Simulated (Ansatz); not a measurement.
Input and output for C2H8OSi2, SMILES `[SiH3][SiH]1COC1`.

```yaml
crystal:
  periodic: [false, false, false]
  atoms:
    - {symbol: Si, position_ang: [-2.061241, 0.562455, -0.380695]}
    - {symbol: Si, position_ang: [-0.103786, -0.097266, 0.716267]}
    - {symbol: C, position_ang: [0.965439, -1.388291, -0.179881]}
    - {symbol: O, position_ang: [1.847983, -0.344334, -0.633528]}
    - {symbol: C, position_ang: [1.493527, 0.786028, 0.185727]}
    - {symbol: H, position_ang: [-2.562565, 1.850371, 0.172310]}
    - {symbol: H, position_ang: [-1.783725, 0.740404, -1.831243]}
    - {symbol: H, position_ang: [-3.123962, -0.467355, -0.219458]}
    - {symbol: H, position_ang: [-0.359826, -0.280442, 2.174947]}
    - {symbol: H, position_ang: [1.488975, -2.095885, 0.474846]}
    - {symbol: H, position_ang: [0.555229, -1.937183, -1.030474]}
    - {symbol: H, position_ang: [1.436934, 1.693174, -0.420037]}
    - {symbol: H, position_ang: [2.227217, 0.943627, 0.985919]}
basis:
  gaussian: {orbitals: "6-31++G**"}
hamiltonian: {xc: {name: wB97X}}
```

```sh
$ ansatz run in.yaml --threads 4 --pin off --events-out ev --progress --plain --max-ram 10444MiB
```

It prints (some lines left out):

```
Functional definition: wB97X
1504 factors; their error is unknown
402 factors; integrals over basis functions are off by at most 2.2e-5 eV
mean field evaluation 1: about -19998.9651 eV, gradient 4.3e1 eV
mean field evaluation 2: about -19999.7753 eV, gradient 4.2e1 eV
mean field evaluation 4: about -20003.3400 eV, gradient 2.6e0 eV
mean field evaluation 8: about -20003.3544 eV, gradient 5.8e-2 eV
mean field evaluation 16: about -20003.3768 eV, gradient 2.8e-5 eV
mean field -20003.37682773 eV, -735.1105396433 hartree, gradient 2.8e-5 eV, S^2 0.000000; 0 other end points of the search recorded, 0 dependent functions left out
reference -20003.37673593 eV, -735.1105362696 hartree; 28, 28 occupied and 123, 123 virtual orbitals, 1504 factors
Total energy: -20003.37673593 eV, -735.1105362696 hartree
```

Hardware: 4 threads of an Arm Neoverse V1 on a shared host. Wall time 6 s, peak host memory 0.64 GiB.
